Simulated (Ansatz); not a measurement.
Species, as SMILES: [C]F (C-F), doublet.
Atoms: C1, F2. Bonds: C1-F2.

Basis-set convergence of the highest harmonic wavenumber at PBE0 with Ansatz (a first-principles code). Each level at its own minimum, finite differences of forces, unscaled; the reference is a large set that could be run, not a limit. All functions are spherical. The program fits the integrals of some runs and decomposes those of others, by size. Open shells are unrestricted. No added dispersion term, no relativity. Reference: the value in aug-pcseg-3, 1335 cm⁻¹, itself unsure by roughly 2 cm⁻¹ (its mean distance from aug-cc-pVQZ, def2-QZVPPD, pcseg-3). Deviations are taken from unrounded values.

```json
[
 {"basis": "STO-3G", "functions": "10", "highest harmonic wavenumber (cm⁻¹)": "1453", "minus reference (cm⁻¹)": "118"},
 {"basis": "pcseg-0", "functions": "18", "highest harmonic wavenumber (cm⁻¹)": "1247", "minus reference (cm⁻¹)": "-88"},
 {"basis": "pcseg-1", "functions": "28", "highest harmonic wavenumber (cm⁻¹)": "1331", "minus reference (cm⁻¹)": "-4"},
 {"basis": "6-311G**", "functions": "36", "highest harmonic wavenumber (cm⁻¹)": "1332", "minus reference (cm⁻¹)": "-3"},
 {"basis": "def2-SVPD", "functions": "43", "highest harmonic wavenumber (cm⁻¹)": "1341", "minus reference (cm⁻¹)": "5"},
 {"basis": "6-311+G**", "functions": "44", "highest harmonic wavenumber (cm⁻¹)": "1313", "minus reference (cm⁻¹)": "-22"},
 {"basis": "pcseg-2", "functions": "60", "highest harmonic wavenumber (cm⁻¹)": "1335", "minus reference (cm⁻¹)": "0"},
 {"basis": "def2-TZVPP", "functions": "62", "highest harmonic wavenumber (cm⁻¹)": "1339", "minus reference (cm⁻¹)": "3"},
 {"basis": "def2-TZVPPD", "functions": "77", "highest harmonic wavenumber (cm⁻¹)": "1333", "minus reference (cm⁻¹)": "-2"},
 {"basis": "6-311++G(3df,3pd)", "functions": "78", "highest harmonic wavenumber (cm⁻¹)": "1338", "minus reference (cm⁻¹)": "3"},
 {"basis": "jun-cc-pV(T+d)Z", "functions": "78", "highest harmonic wavenumber (cm⁻¹)": "1334", "minus reference (cm⁻¹)": "-1"},
 {"basis": "cc-pCVTZ", "functions": "86", "highest harmonic wavenumber (cm⁻¹)": "1344", "minus reference (cm⁻¹)": "9"},
 {"basis": "aug-pcseg-2", "functions": "92", "highest harmonic wavenumber (cm⁻¹)": "1333", "minus reference (cm⁻¹)": "-2"},
 {"basis": "cc-pVQZ", "functions": "110", "highest harmonic wavenumber (cm⁻¹)": "1335", "minus reference (cm⁻¹)": "0"},
 {"basis": "def2-QZVPP", "functions": "114", "highest harmonic wavenumber (cm⁻¹)": "1333", "minus reference (cm⁻¹)": "-2"},
 {"basis": "pcseg-3", "functions": "120", "highest harmonic wavenumber (cm⁻¹)": "1335", "minus reference (cm⁻¹)": "0"},
 {"basis": "def2-QZVPPD", "functions": "129", "highest harmonic wavenumber (cm⁻¹)": "1333", "minus reference (cm⁻¹)": "-3"},
 {"basis": "aug-cc-pVQZ", "functions": "160", "highest harmonic wavenumber (cm⁻¹)": "1332", "minus reference (cm⁻¹)": "-3"}
]
```

The smallest set listed that lies within 50 cm⁻¹ of the reference with all its larger relatives (same family, alike in diffuse functions; a set with none counts only in the reference's own line) is pcseg-1 (28 functions, -4 cm⁻¹ off). Inside, with no larger relative to test it: 6-311G**, cc-pCVTZ, cc-pVQZ. (Relatives not listed, tested too: 6-311++G(2d,2p) -19, def2-TZVPD -2, aug-cc-pVTZ -2, def2-QZVP -2, aug-pcseg-3 0 cm⁻¹.)
